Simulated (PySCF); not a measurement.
Compound: C4H5N2O3 (doublet state).
Cartesian coordinates in Å at the GFN2-xTB level; atoms count from 1:
```xyz
14
C4H5N2O3 angstrom
C     -2.306   -0.480   -0.947
O     -1.824    0.582   -0.129
C     -0.539    0.528    0.147
N      0.316   -0.393   -0.182
C      1.497   -0.025    0.356
C      2.713   -0.746    0.268
O      3.781   -0.425    0.773
O      1.372    1.176    1.045
N      0.054    1.572    0.828
H     -1.835   -0.443   -1.930
H     -2.089   -1.444   -0.486
H     -3.379   -0.324   -1.030
H      2.595   -1.668   -0.326
H     -0.357    2.090    1.592
```

The hyperfine couplings belong to this conformer and change with its torsions.

As a line formula: `CO[C]1N=C(C=O)ON1` [radical].

Method used: PySCF, UKS B3LYP, pcH-1 on C H N O, non-relativistic, mean-field spin-orbit, GIAO. Isolated species at its GFN2-xTB geometry (one conformer only). Couplings are sensitive to structure, and on GFN2-xTB geometries they can be far from those on DFT ones. Stability of the SCF solution: not tested.

What is the g tensor, term by term?

```csv
Δg (ppt),1,2,3
relativistic mass correction,-0.26,-0.26,-0.26
gauge correction,-0.01,0.04,0.04
orbital Zeeman/spin–orbit,-0.05,3.18,5.45
total,-0.33,2.96,5.24
```

So g = 2.00199, 2.00528, 2.00756 and g_iso = 2.00494; the tensor is rhombic: the two nearest values differ by 41 % of g3 − g1. Axes: g2 points within 3° of the C5–O8 bond.

At 34.03 GHz, how far is the centre of the isotropic spectrum from where a free electron (g = 2.002319) resonates?

B = hν/(g μB) with μB/h = 13.99624 MHz/mT gives 1214.28 mT for the free electron and 1212.69 mT at g_iso, 1.59 mT lower.

How much does each term add to the isotropic shift?

The orbital-Zeeman/spin–orbit term 2.86, the mass correction -0.26 and the gauge correction 0.02 ppt, for a total of 2.62 ppt. The orbital-Zeeman/spin–orbit term is the largest in size. The mass correction is the same along every axis, so the anisotropy comes from the other two: their spans along these axes are 0.06 (gauge) and 5.51 ppt (orbital Zeeman/spin–orbit).

What are the electron Larmor frequencies g μB B/h along the three axes at 340 mT?

9.5269, 9.5426, 9.5534 GHz for g1, g2 and g3, a range of 26.5 MHz.

In a frozen sample, at which fields do the three g values resonate at 9.5, 34, 94 and 263 GHz (hyperfine left aside), and which band first spreads them over more than twice a line width of 1.0 mT?

| band | GHz | B(g3) mT | B(g2) mT | B(g1) mT | spread mT |
| --- | --- | --- | --- | --- | --- |
| X | 9.5 | 338.10 | 338.48 | 339.04 | 0.94 |
| Q | 34.0 | 1210.04 | 1211.41 | 1213.40 | 3.36 |
| W | 94.0 | 3345.40 | 3349.20 | 3354.70 | 9.30 |
| J | 263.0 | 9360.01 | 9370.63 | 9386.02 | 26.01 |

The spread grows in proportion to the frequency. Q band is the first where it exceeds 2.0 mT.

The Mulliken spin populations are largest on C5 (+0.41), O7 (+0.29), O8 (+0.11) and C3 (+0.10).

The HOMO–LUMO gaps are 4.35 eV among the α and 4.12 eV among the β orbitals.

Time: 64 s wall (with the writing of density and orbital grids); peak memory 1.1 GiB. Hardware: one thread, Arm Neoverse V2 (aarch64), on a shared host.

The SMILES draws the unpaired electron on C3; the largest computed Mulliken spin population is on C5 (0.41 against 0.10).
